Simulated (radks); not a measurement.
Effect of the nuclear size on the promethium ion Pm+, [Xe] 4f5 6s1. All-electron calculation, Dirac Kohn-Sham, BLYP, spin-unpolarised, spherical densities, finite nucleus; open shells fill j = l - 1/2 first; Fermi nuclear charge, rms radius 4.962 fm. Program: a radial shooting solver on a logarithmic mesh with Libxc functionals. The rms radius is varied about that value; shifts are against it.

rms radius (fm) = 4.0837: total energy shift (eV) -4.75; density at nucleus (e/bohr^3) 5.156e+05; 1s1/2 shift (meV) -1970; 2s1/2 shift (meV) -247; 5s1/2 shift (meV) -1.87; 5p1/2 shift (meV) 0.167; 6s1/2 shift (meV) -0.179; 4f5/2 shift (meV) 0.318; 6p1/2 (empty) shift (meV) 0.047
rms radius (fm) = 4.4856: total energy shift (eV) -2.66; density at nucleus (e/bohr^3) 5.045e+05; 1s1/2 shift (meV) -1100; 2s1/2 shift (meV) -138; 5s1/2 shift (meV) -1.05; 5p1/2 shift (meV) 0.094; 6s1/2 shift (meV) -0.100; 4f5/2 shift (meV) 0.179; 6p1/2 (empty) shift (meV) 0.027
rms radius (fm) = 4.962: total energy shift (eV) 0; density at nucleus (e/bohr^3) 4.929e+05; 1s1/2 shift (meV) 0.000; 2s1/2 shift (meV) 0.000; 5s1/2 shift (meV) 0.000; 5p1/2 shift (meV) 0.000; 6s1/2 shift (meV) 0.000; 4f5/2 shift (meV) 0.000; 6p1/2 (empty) shift (meV) 0.000
rms radius (fm) = 5.359: total energy shift (eV) 2.38; density at nucleus (e/bohr^3) 4.842e+05; 1s1/2 shift (meV) 984; 2s1/2 shift (meV) 124; 5s1/2 shift (meV) 0.937; 5p1/2 shift (meV) -0.083; 6s1/2 shift (meV) 0.089; 4f5/2 shift (meV) -0.159; 6p1/2 (empty) shift (meV) -0.024
rms radius (fm) = 5.9991: total energy shift (eV) 6.51; density at nucleus (e/bohr^3) 4.717e+05; 1s1/2 shift (meV) 2690; 2s1/2 shift (meV) 338; 5s1/2 shift (meV) 2.56; 5p1/2 shift (meV) -0.228; 6s1/2 shift (meV) 0.245; 4f5/2 shift (meV) -0.436; 6p1/2 (empty) shift (meV) -0.065

Slopes of the eigenvalues against <r^2> in GHz/fm^2, as finite differences over the two radii next to the reference (eigenvalue slopes, not the field-shift constants of lines): 1s1/2 58700, 2s1/2 7370, 5s1/2 55.9, 5p1/2 -4.98, 6s1/2 5.34, 4f5/2 -9.50, 6p1/2 (empty) -1.42.
